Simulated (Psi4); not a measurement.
silanone (H2OSi), singlet, at a GFN2-xTB geometry; HF/def2-SVPD run with Psi4 1.11.

Psi4 was given this input:
```
memory 2 GB

molecule {
0 1
Si    0.06685327   -0.42675674    0.00274181
O    -0.16591088    1.05908930   -0.00680439
H    -0.98465592   -1.43401683   -0.00031696
H     1.37599714   -1.06410322    0.01636676
}

set {
  basis def2-svpd
  scf_type pk
  puream true
  d_convergence 1e-8
}

energy('scf')
print_variables()
```

The log (banner, timings and long lists left out):

```
   => Loading Basis Set <=

    Name: DEF2-SVPD
    Role: ORBITAL
    Keyword: BASIS

         ---------------------------------------------------------
                                   SCF
               by Justin Turney, Rob Parrish, Andy Simmonett
                          and Daniel G. A. Smith
                              RHF Reference
         ---------------------------------------------------------

  ==> Geometry <==

    Molecular point group: c1
    Full point group: C1

    Geometry (in Angstrom), charge = 0, multiplicity = 1:

       Center              X                  Y                   Z               Mass
    ------------   -----------------  -----------------  -----------------  -----------------
         SI           0.075311610490    -0.480750401736     0.003088704982    27.976926534650
         O           -0.157452539510     1.005095638264    -0.006457495018    15.994914619570
         H           -0.976197579510    -1.488010491736     0.000029934982     1.007825032230
         H            1.384455480490    -1.118096881736     0.016713654982     1.007825032230

  Running in c1 symmetry.

  Rotational constants: A =      5.85896  B =      0.63168  C =      0.57020 [cm^-1]
  Rotational constants: A = 175647.25351  B =  18937.17164  C =  17094.18513 [MHz]
  Nuclear repulsion =   53.030609204951148

  Charge       = 0
  Multiplicity = 1
  Electrons    = 24
  Nalpha       = 12
  Nbeta        = 12

  ==> Algorithm <==

  SCF Algorithm Type is PK.
  DIIS enabled.
  MOM disabled.
  Fractional occupation disabled.
  Guess Type is SAD.
  Energy threshold   = 1.00e-06
  Density threshold  = 1.00e-08
  Integral threshold = 1.00e-12

  ==> Primary Basis <==

  Basis Set: DEF2-SVPD
    Blend: DEF2-SVPD
    Number of shells: 27
    Number of basis functions: 63
    Number of Cartesian functions: 67
    Spherical Harmonics?: true
    Max angular momentum: 2

  ==> Integral Setup <==

  Using in-core PK algorithm.
   Calculation information:
      Number of atoms:                   4
      Number of AO shells:              27
      Number of primitives:             47
      Number of atomic orbitals:        67
      Number of basis functions:        63

      Integral cutoff                 1.00e-12
      Number of threads:                 1

  Performing in-core PK
  Using 4066272 doubles for integral storage.
  We computed 71242 shell quartets total.
  Whereas there are 71631 unique shell quartets.

  ==> DiskJK: Disk-Based J/K Matrices <==

    J tasked:                  Yes
    K tasked:                  Yes
    wK tasked:                  No
    Schwarz Cutoff:          1E-12

  Minimum eigenvalue in the overlap matrix is 1.0259289387E-03.
  Reciprocal condition number of the overlap matrix is 1.7244536725E-04.
    Using symmetric orthogonalization.

  ==> Pre-Iterations <==

  SCF Guess: Superposition of Atomic Densities via on-the-fly atomic UHF (no occupation information).

   -------------------------
    Irrep   Nso     Nmo
   -------------------------
     A         63      63
   -------------------------
    Total      63      63
   -------------------------

  ==> Iterations <==

                        Total Energy        Delta E     RMS |[F,P]|

   @RHF iter SAD:  -364.01766931845333   -3.64018e+02   0.00000e+00
   @RHF iter   1:  -364.62865594350762   -6.10987e-01   9.34454e-03 DIIS/ADIIS
   @RHF iter   2:  -364.64063351466950   -1.19776e-02   9.49965e-03 DIIS/ADIIS
   @RHF iter   3:  -364.78598141974214   -1.45348e-01   4.17507e-04 DIIS/ADIIS
   @RHF iter   4:  -364.78665608189442   -6.74662e-04   7.84182e-05 DIIS
   @RHF iter   5:  -364.78668988571383   -3.38038e-05   2.56388e-05 DIIS
   @RHF iter   6:  -364.78669542066228   -5.53495e-06   1.03555e-05 DIIS
   @RHF iter   7:  -364.78669651825913   -1.09760e-06   2.81797e-06 DIIS
   @RHF iter   8:  -364.78669658261742   -6.43583e-08   3.43043e-07 DIIS
   @RHF iter   9:  -364.78669658370029   -1.08287e-09   5.45781e-08 DIIS
   @RHF iter  10:  -364.78669658371490   -1.46088e-11   1.04705e-08 DIIS
   @RHF iter  11:  -364.78669658371734   -2.44427e-12   2.31329e-09 DIIS
  Energy and wave function converged.

  ==> Post-Iterations <==

    Orbital Energies [Eh]
    ---------------------

    Doubly Occupied:

       1A    -68.813217     2A    -20.513710     3A     -6.183054
       4A     -4.294838     5A     -4.292452     6A     -4.291069
       7A     -1.237703     8A     -0.707697     9A     -0.558066
      10A     -0.530413    11A     -0.461613    12A     -0.447709

    Virtual:

      13A      0.035644    14A      0.076211    15A      0.100293
      16A      0.135016    17A      0.176936    18A      0.180095
      19A      0.202776    20A      0.213919    21A      0.215202
      22A      0.266301    23A      0.295328    24A      0.308537
      25A      0.309352    26A      0.349453    27A      0.379616
      28A      0.382326    29A      0.390019    30A      0.399302
      31A      0.497485    32A      0.525354    33A      0.565069
      34A      0.632992    35A      0.645092    36A      0.685436
      37A      0.693749    38A      0.694377    39A      0.753745
      40A      0.815524    41A      0.851875    42A      0.924761
      43A      0.969865    44A      0.988059    45A      1.008067
      46A      1.118033    47A      1.314204    48A      1.327670
      49A      1.562148    50A      1.656143    51A      1.674745
      52A      1.927885    53A      1.934560    54A      1.945808
      55A      1.960433    56A      2.152700    57A      2.392988
      58A      2.541876    59A      3.246739    60A      3.247553
      61A      3.268247    62A      3.358020    63A      3.796899

    Final Occupation by Irrep:
              A
    DOCC [    12 ]
    NA   [    12 ]
    NB   [    12 ]

  @RHF Final Energy:  -364.78669658371734

   => Energetics <=

    Nuclear Repulsion Energy =             53.0306092049511477
    One-Electron Energy =                -610.9715289261348516
    Two-Electron Energy =                 193.1542231374663743
    Total Energy =                       -364.7866965837173439

Computation Completed

Properties will be evaluated at   0.000000,   0.000000,   0.000000 [a0]

Properties computed using the SCF density matrix

 Multipole Moments:

 ------------------------------------------------------------------------------------
     Multipole            Electronic (a.u.)      Nuclear  (a.u.)        Total (a.u.)
 ------------------------------------------------------------------------------------

 L = 1.  Multiply by 2.5417464519 to convert [e a0] to [Debye]
 Dipole X            :         -0.1125558            0.3836147            0.2710589
 Dipole Y            :          0.7184978           -2.4487976           -1.7302998
 Dipole Z            :         -0.0046162            0.0157329            0.0111168
 Magnitude           :                                                    1.7514377

 ------------------------------------------------------------------------------------

  Variable Map:
  ----------------------------------------------------------------------------
  "CURRENT ENERGY"           =>    -364.786696583717
  "CURRENT REFERENCE ENERGY" =>    -364.786696583717
  "DD SOLVATION ENERGY"      =>       0.000000000000
  "HF KINETIC ENERGY"        =>     364.473186988212
  "HF POTENTIAL ENERGY"      =>    -729.259883571929
  "HF TOTAL ENERGY"          =>    -364.786696583717
  "HF VIRIAL RATIO"          =>       2.000860171905
  "NUCLEAR REPULSION ENERGY" =>      53.030609204951
  "ONE-ELECTRON ENERGY"      =>    -610.971528926135
  "PCM POLARIZATION ENERGY"  =>       0.000000000000
  "PE ENERGY"                =>       0.000000000000
  "SCF ITERATION ENERGY"     =>    -364.786696583717
  "SCF ITERATIONS"           =>      11.000000000000
  "SCF TOTAL ENERGY"         =>    -364.786696583717
  "TWO-ELECTRON ENERGY"      =>     193.154223137466

  Array Variable Map:
  ----------------------------------------------------------------------------
  "CURRENT DIPOLE"           =>       0.271058870777 ... 0.011116761468 1 by 3
  "SCF DIPOLE"               =>       0.271058870777 ... 0.011116761468 1 by 3
  "SCF TOTAL ENERGIES"       =>    -364.017669318453 ... -364.786696583717 1 by 12
```
